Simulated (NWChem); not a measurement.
System: neopentasilane (Si5H12); SMILES [SiH3][Si]([SiH3])([SiH3])[SiH3]

Here is an NWChem input.

```
start job
memory heap 200 mb stack 900 mb global 1100 mb
geometry units angstroms
  Si    -0.395114    -0.875211    -2.138220
  Si     0.000025     0.000016    -0.000064
  Si    -0.020840     2.341939    -0.094781
  Si    -1.675302    -0.733249     1.466221
  Si     2.090961    -0.732435     0.765191
  H     -1.689793    -0.457096    -2.683014
  H     -0.397663    -2.336414    -2.155443
  H      0.615583    -0.454704    -3.110820
  H      0.221095     2.959023     1.207559
  H     -1.301050     2.871651    -0.569027
  H      1.004337     2.874134    -0.996776
  H     -3.012755    -0.307174     1.044918
  H     -1.723992    -2.192675     1.575732
  H     -1.494322    -0.226046     2.824678
  H      2.165104    -2.199603     0.858472
  H      3.186938    -0.307025    -0.109838
  H      2.408760    -0.221936     2.100362
end
basis spherical
  * library def2-svp
end
dft
  xc pbe0
  iterations 150
end
driver
  maxiter 120
end
task dft optimize
```

Output (shortened):

```
             Northwest Computational Chemistry Package (NWChem) 7.3.0
             --------------------------------------------------------

 C1  symmetry detected

                             Geometry "geometry" -> ""
                             -------------------------

 Output coordinates in angstroms (scale by  1.889725989 to convert to a.u.)

  No.       Tag          Charge          X              Y              Z
 ---- ---------------- ---------- -------------- -------------- --------------
    1 Si                  14.0000    -1.44760315    -1.16117970    -1.43124454
    2 Si                  14.0000     0.00016201    -0.00012854     0.00046928
    3 Si                  14.0000     1.58470303     1.17211368    -1.26802901
    4 Si                  14.0000    -1.23199170     1.51483640     1.29702945
    5 Si                  14.0000     1.09559593    -1.52611862     1.40242929
    6 H                    1.0000    -2.16957907    -0.26755447    -2.34118910
    7 H                    1.0000    -2.46724087    -1.91694280    -0.70696670
    8 H                    1.0000    -0.74316920    -2.12738152    -2.27653276
    9 H                    1.0000     2.52561202     1.92148162    -0.43823828
   10 H                    1.0000     0.96881465     2.14544918    -2.17231947
   11 H                    1.0000     2.39531035     0.28568746    -2.10765911
   12 H                    1.0000    -1.94370776     2.50094947     0.47919211
   13 H                    1.0000    -2.24703172     0.85232812     2.11865233
   14 H                    1.0000    -0.39286396     2.27793408     2.21842005
   15 H                    1.0000     0.15287033    -2.28869711     2.23700878
   16 H                    1.0000     1.88672682    -2.50578029     0.65263604
   17 H                    1.0000     2.02213262    -0.87079898     2.32783350

 Effective nuclear repulsion energy (a.u.)     496.6162644064

                                Z-matrix (autoz)
                                --------

 Units are Angstrom for bonds and degrees for angles

[...]

      ----------------------
      Optimization converged
      ----------------------

  Step       Energy      Delta E   Gmax     Grms     Xrms     Xmax
  ---- ---------------- -------- -------- -------- -------- --------
@    4   -1453.59189798 -1.3D-06  0.00008  0.00002  0.00084  0.00177
                                     ok       ok       ok       ok

                                Z-matrix (autoz)
                                --------

 Units are Angstrom for bonds and degrees for angles

[...]
```

Level: PBE0/def2-SVP. No frequency run checked for a minimum.
